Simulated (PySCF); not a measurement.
# One molecule, several mistakes: BH4NOSi

These are calculations, not measurements. The program is PySCF 2.14.0, an open-source quantum chemistry code, run on an isolated molecule that a program drew, which may never have been made. The molecule is BH4NOSi (charge 0, singlet), drawn as the SMILES string `B[Si](N)=O`.

Each row is a Hartree-Fock (HF) and frozen-core CCSD(T) single point in the cc-pV(D+d)Z basis, meant for a local HF minimum. Run 1 is clean. Each other run has one planted mistake out of seven kinds, and not every kind appears here: one electron removed, one electron added, multiplicity raised by two, geometry at a saddle point, minimal basis STO-3G, one bond length entered in bohr, all coordinates scaled. The reference is restricted for singlets and unrestricted otherwise, and also for a bond in bohr. Adding or removing an electron swaps singlet and doublet. Electrons count all cores. HOMO and LUMO are orbital energies over both spins, the gradient is its largest component, and the lowest frequency (negative if imaginary) is given only where the gradient is small. Bond lengths are over the 7 bonds as drawn. T1 is the CCSD diagnostic: over 0.02 (restricted) or 0.045 (unrestricted) a single reference is doubtful.

Geometry of the clean run:
```xyz
8
BH4NOSi, angstrom
B     0.9938   -0.7975    0.1721
Si   -0.2983   -0.7108    1.7218
N    -1.8953   -0.7246    1.2139
O     0.1377   -0.6425    3.1568
H     1.3979    0.2008   -0.3513
H     1.4028   -1.8478   -0.2317
H    -2.1935   -0.7663    0.2593
H    -2.6618   -0.6881    1.8597
```

```
run  electrons  basis functions  <S^2>  HOMO (eV)  LUMO (eV)  gradient (hartree/bohr)  lowest frequency (cm^-1)  mean bond (Å)  longest bond (Å)      T1  HF (hartree)  CCSD(T) (hartree)                 mistake
  1         38               85  0.000     -11.01       0.92                  3.3e-05                       110         1.3708             2.020  0.0193    -445.27424         -445.84833                no fault
  2         38               85  0.000     -11.23       1.18                  2.1e-01                         -         1.2611             1.858  0.0164    -445.20328         -445.75910  all coordinates scaled
  3         38               28  0.000      -6.71       5.88                  4.3e-02                         -         1.3708             2.020  0.0234    -439.79346         -440.01966    minimal basis STO-3G
  4         38               85  0.731     -11.12       0.17                  2.3e-02                         -         1.4982             2.020  0.0604    -445.12349         -445.69828                       ?
  5         38               85  2.031      -6.49      -0.63                  1.7e-01                         -         1.3708             2.020  0.0696    -445.16964         -445.73029                       ?
```

**Which mistake was planted in run 4, and what did it cost?**

The mean bond changes by a factor of 1.093 and the longest by 1.000, so the molecule wasn't scaled as a whole. A length L in bohr read as angstrom grows by (1/0.5292 - 1) L = 0.890 L. The 7 bonds together grew by 7 x 0.1274 = 0.892 Å, which gives L = 1.002 Å. That is the length of one of the H-N bonds, 1.003 Å in the clean geometry. So the mistake is: one bond length entered in bohr. Subtracting run 1 and multiplying by 627.51 kcal/mol a hartree, the energy moved by 94.6 kcal/mol in HF and 94.2 kcal/mol in CCSD(T).

**Which mistake was planted in run 5, and what did it cost?**

Electrons, basis and geometry are unchanged, and <S^2> is 2.031, beside S(S+1) = 2.00 for a multiplicity of 3. So the mistake is: multiplicity raised by two. Subtracting run 1 and multiplying by 627.51 kcal/mol a hartree, the energy moved by 65.6 kcal/mol in HF and 74.1 kcal/mol in CCSD(T).

Cautions from the logs. Run 3: T1 is over the limit, so its CCSD(T) energy is less reliable; run 4: T1 is over the limit, so its CCSD(T) energy is less reliable; run 5: T1 is over the limit, so its CCSD(T) energy is less reliable.
